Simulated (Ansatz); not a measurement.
Ansatz results at the PBE0-D4/def2-TZVP geometry: HOMO–LUMO gap (ωB97M-V/def2-TZVPP) 12.62 eV; LUMO energy (ωB97M-V/def2-TZVPP) 1.69 eV; LUMO energy (B3LYP/def2-TZVPP) -0.14 eV.

Task: Which molecule gave them?
A. `O=C=N[SiH3]`
B. `F[SiH2][SeH]`
C. `C[SiH2]N`
D. `CCN(CC)[SiH2]N(CC)CC`

Result: A. The others give `CCN(CC)[SiH2]N(CC)CC`: 10.71, 2.37, 0.62; `C[SiH2]N`: 11.69, 2.14, 0.38; `F[SiH2][SeH]`: 11.32, 1.61, -0.49.

B3LYP here is the variant with VWN-RPA as its local correlation; programs differ in this.
